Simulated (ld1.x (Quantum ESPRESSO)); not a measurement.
## oxygen (O), TM: configuration errors across variants

O, norm-conserving Troullier–Martins (Kleinman–Bylander form), made with ld1.x (Quantum ESPRESSO) 7.5 (LDA (PZ), non-relativistic). Core [He], reference 2s2 2p3 (charge +1). Waves: 2s (bound): rc 0.60 bohr; 2p (bound): rc 1.80 bohr; 3d channel at 0.15 Ry: rc 1.95 bohr. Local part: all-electron potential smoothed inside 0.75 bohr (lloc = -1). Core correction: a·sin(br)/r model core inside 0.60 bohr.

All-electron excitation energies from the reference (eV): (1) 2s2 2p4 -16.592; (2) 2s2 2p2 33.716; (3) 2s2 2p1 87.683; (4) 2s2 2p3.5 -10.222; (5) 2s2 2p4.3 -18.768; (6) 2s1 2p5 -2.061; (7) 2s0 2p6 12.529; (8) 2s2 2p3 spin -4.012; (9) 2s2 2p4 spin -18.001.

Spin tests fill each open shell by Hund’s rule, majority spin first.

2 further variants failed, have other tests or another functional or relativity, and are left out.

Errors AE − PS in meV (a dash: test not solved or not reliable):

```tsv
change	(1)	(2)	(3)	(4)	(5)	(6)	(7)	(8)	(9)	bound ghosts
base	+42	+169	+1082	+16	+53	+183	+360	+100	+84	none
wave 2s (bound): rc 0.60 bohr becomes 2s (bound): rc 0.90 bohr	+42	+169	+1082	+16	+53	+182	+357	+100	+84	none
wave 3d channel at 0.15 Ry: rc 1.95 bohr becomes 3d channel at 0.15 Ry: rc 1.28 bohr	+42	+169	+1082	+16	+53	+183	+360	+100	+84	none
local potential all-electron potential smoothed inside 1.06 bohr (lloc = -1)	+41	+167	+1072	+16	+51	+182	+360	+100	+83	none
wave 3d channel at 0.15 Ry: rc 1.95 bohr becomes 3d channel at 0.21 Ry: rc 1.95 bohr	+42	+169	+1082	+16	+53	+183	+360	+100	+84	none
local potential all-electron potential smoothed inside 1.05 bohr (lloc = -1)	+41	+167	+1073	+16	+52	+182	+360	+100	+83	none
wave 2p (bound): rc 1.80 bohr becomes 2p (bound): rc 2.74 bohr	+251	+667	+3647	+85	+341	+625	+866	-312	+172	none
all radii but the core radius scaled by about 1.30 (s 0.78, p 2.34, d 2.52 bohr); local potential all-electron potential smoothed inside 0.98 bohr (lloc = -1)	+131	+413	+2402	+47	+173	+404	+646	-136	+106	none
core correction a·sin(br)/r model core inside 0.74 bohr	+42	+170	+1092	+16	+53	+185	+366	+156	+102	none
```

(1) Give the same row for: type RRKJ; local potential all-electron potential smoothed inside 1.40 bohr (lloc = -1).

Answers

(1) +57, +225, +1413, +22, +72, +243, +450, +26, +78; bound ghosts: none.
